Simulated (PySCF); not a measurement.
Species: C₃H₉O₂Si₂ (doublet state).
Geometry (GFN2-xTB, Å), atoms numbered from 1 in this order:
```
atom  x, y, z in Å
Si1   -1.9528   -1.0253   -0.7564
C2    -1.2868   -0.1072    0.7034
C3     0.1586   -0.0393    0.9547
C4     0.7200    1.4135    0.7282
O5     1.6386    1.3787   -0.3125
Si6    1.9208   -0.1345   -0.8772
O7     0.8657   -0.9017    0.1062
H8    -3.4119   -0.8937   -0.6848
H9    -1.5778   -2.4417   -0.7223
H10   -1.4789   -0.4370   -2.0169
H11   -1.9035    0.4313    1.4054
H12    0.3861   -0.3355    1.9921
H13    1.2146    1.7812    1.6324
H14   -0.0932    2.0964    0.4633
H15    3.2753   -0.5568   -0.5550
H16    1.5178   -0.2194   -2.2694
```

The hyperfine couplings belong to this conformer and change with its torsions.

The species is `[SiH3][CH][C@@H]1CO[SiH2]O1` [radical].

Method used: UKS B3LYP, pcH-1 on C H O Si, non-relativistic, mean-field spin-orbit, GIAO in PySCF. Isolated species at its GFN2-xTB geometry (one conformer only). GFN2-xTB frequencies show an imaginary mode (38i cm⁻¹), so this geometry is no minimum at that level. Couplings are sensitive to structure, and on GFN2-xTB geometries they can be far from those on DFT ones. The SCF solution wasn't tested for stability.

(1) Match the computed a_iso(29Si) values +48.7, +0.9 MHz with the sites Si1; Si6.

(2) The isotropic 13C couplings are +82.7, +79.2, -32.8 MHz. Assign them to C2; C3; C4.

## Answers

(1) 
```json
{"site": "Si1", "a_iso (MHz)": "+48.7", "ρ(0) (bohr⁻³)": "-0.0549", "position": "1 bond from C2", "distance from C2 (Å)": "1.85", "spin population": "-0.04", "largest |T| (MHz)": "2.4"}
{"site": "Si6", "a_iso (MHz)": "+0.9", "ρ(0) (bohr⁻³)": "-0.0010", "position": "3 bonds from C2", "distance from C2 (Å)": "3.58", "spin population": "0.00", "largest |T| (MHz)": "0.7"}
```

(2) 
| site | a_iso (MHz) | ρ(0) (bohr⁻³) | position | distance from C2 (Å) | spin population | largest \|T\| (MHz) |
| --- | --- | --- | --- | --- | --- | --- |
| C2 | +79.2 | +0.0705 | largest spin population | 0.00 | +1.00 | 148.8 |
| C3 | -32.8 | -0.0292 | 1 bond from C2 | 1.47 | -0.08 | 2.3 |
| C4 | +82.7 | +0.0736 | 2 bonds from C2 | 2.52 | +0.04 | 11.2 |

ρ(0) is the spin density at the nucleus and T the dipolar tensor; a_iso includes a spin–orbit part; entries for several nuclei are means. The Mulliken spin populations are largest on C2 (+1.00) and C3 (-0.08). C2 is the only atom above +0.15. The angles at C2 add up to 360.0°, so it is planar; its axial dipolar tensor and the negative coupling of its proton fit spin in a p orbital normal to that plane.

Examples of negative spin density at the nucleus (bohr⁻³): Si1 (-0.0549), C3 (-0.0292) and H11 (-0.0125).

Means are taken over nuclei equivalent by connectivity, which assumes that they swap fast. The three 1H nuclei of mean +45.1 MHz run from -1.6 to 74.1 MHz in the frozen geometry.
